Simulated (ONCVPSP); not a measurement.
## lead (Pb): one change to an ONCV potential, before and after

lead (Pb), optimised norm-conserving Vanderbilt (ONCV), made with ONCVPSP 4.0.1 (LDA (Perdew-Zunger), scalar-relativistic). Core [Xe] 4f14, reference 5d10 6s1.75 6p2.25. Waves: 6s: rc 1.70 bohr, ncon 4, nbas 8, qcut 3.1 1/bohr, 2 projectors, debl 2.8 Ha; 6p: rc 2.00 bohr, ncon 4, nbas 8, qcut 3.5 1/bohr, 2 projectors, debl 3.4 Ha; 5d: rc 1.45 bohr, ncon 3, nbas 8, qcut 10.2 1/bohr, 2 projectors, debl 2.5 Ha; f scattering state at 0.26 Ha: rc 2.05 bohr, ncon 4, nbas 7, qcut 6 1/bohr, 2 projectors, debl 1 Ha. Local part: polynomial inside 1.45 bohr (lpopt 5, dvloc0 1 Ha). Core correction: none.

Change: d: rc 0.98; local potential polynomial inside 0.98 bohr (lpopt 5, dvloc0 1 Ha).

Cutoffs: the cutoffs (Ha) at which the residual kinetic energy of the hardest occupied pseudo-wave falls to 1 and 0.1 mHa per electron; they do not see the model core or the augmentation charge, which bear on the density cutoff. Errors are all-electron minus pseudo energies relative to the spin-unpolarised reference configuration.

Predict the effect on cutoff, ghosts and configuration errors.

The potential gets neither clearly harder nor softer (26 Ha and 57 Ha → 25 Ha and 57 Ha); the bound ghosts move from s to p, s; of the 3 tests that both files solve, the error grows in 1 and shrinks in 0 by more than 15 % and 0.3 meV (median size 3.1 → 3.4 meV); the range in which the s phases agree widens (upper end -0.2 → 3.3); the range in which the p phases agree widens (upper end 2.6 → 4.6).

| quantity | base | changed |
| --- | --- | --- |
| cutoff, loose | 26 Ha | 25 Ha |
| cutoff, tight | 57 Ha | 57 Ha |
| loose cutoff by channel | s 18 Ha, p 5.3 Ha, d 26 Ha | s 18 Ha, p 5.3 Ha, d 25 Ha |
| bound ghosts | s | s, p |
| GHOST(+) flags under 300 eV | none | s at 91.6 eV, p at 150.0 eV |
| tests with a reliable result | 3 of 4 | 3 of 4 |
| error for 5d10 6s2 6p2, meV [ΔE -2.17 eV] | +0.5 | +0.4 |
| error for 5d10 6s2 6p1, meV [ΔE 4.67 eV] | -3.1 | -3.4 |
| error for 5d10 6s2 6p0, meV [ΔE 18.43 eV] | -11 | -13 |
| s: phases at 1.72 bohr within 0.05 rad from the reference energy up to (Ha; the scan ends near 5) | -0.2 | 3.3 |
| p: phases at 2.03 bohr within 0.05 rad from the reference energy up to (Ha; the scan ends near 5) | 2.6 | 4.6 |
| f: phases at 2.08 bohr within 0.05 rad from the reference energy up to (Ha; the scan ends near 5) | 3.5 | 3.8 |

Base: The cutoffs count occupied waves only; projector 2 of the p channel, the hardest unoccupied one, needs 67 Ha at the loose tolerance. Changed file: The cutoffs count occupied waves only; projector 2 of the p channel, the hardest unoccupied one, needs 67 Ha at the loose tolerance. A true bound ghost makes a file unfit for plane-wave use even where its test errors are small: the radial tests pick states by their node count and pass the ghost by.
